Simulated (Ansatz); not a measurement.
Isolated molecules relaxed with PBE0-D4/def2-TZVP in Ansatz; ΔE leaves out vibrations. CCSD(T)/CBS is the MP2 limit (def2-TZVPP, def2-QZVPP) plus CCSD(T) − MP2 in def2-TZVPP, frozen cores. DFT in def2-TZVPP. Each species was taken in one conformer, which may not be the lowest.

`CC(N)O[SiH3]` + `C[SiH](N)Cl` → `C[Si](N)([SiH3])Cl` + `CC(N)O`  (formal exchange of groups at the Si–O bond)

| level | ΔE (kcal/mol) |
| --- | --- |
| PBE-D4 | 16.2 |
| r2SCAN0 | 21.4 |
| CAM-B3LYP | 23.7 |
| RPA@PBE/def2-TZVPP | 22.3 |

What does CCSD(T)/CBS give? (An estimate is asked.)

Ansatz gave: +21.7 kcal/mol. The listed levels differ from it by -5.5, -0.3, 2.0, 0.6 kcal/mol.

Largest T1 diagnostic among the species: 0.011.

At CCSD(T), def2-SVP lies −0.9 kcal/mol from the extrapolated value and def2-TZVPP +0.3 kcal/mol. Leaving LDA and LC-ωPBE aside and taking each functional with its dispersion term where it has one, the values, not all of them listed here, spread over 7.5 kcal/mol, from PBE-D4 to BHLYP-D4. LDA lies +0.8 kcal/mol from PBE without D4. In def2-TZVPP, CCSD(T) changes the Hartree–Fock value by −5.6 kcal/mol (the triples alone add −0.7 kcal/mol) and MP2 by −4.0 kcal/mol.

CCSD(T)/CBS has its own doubt, a few kJ/mol and more with outer-core shells, so smaller differences from it don't rank the levels.
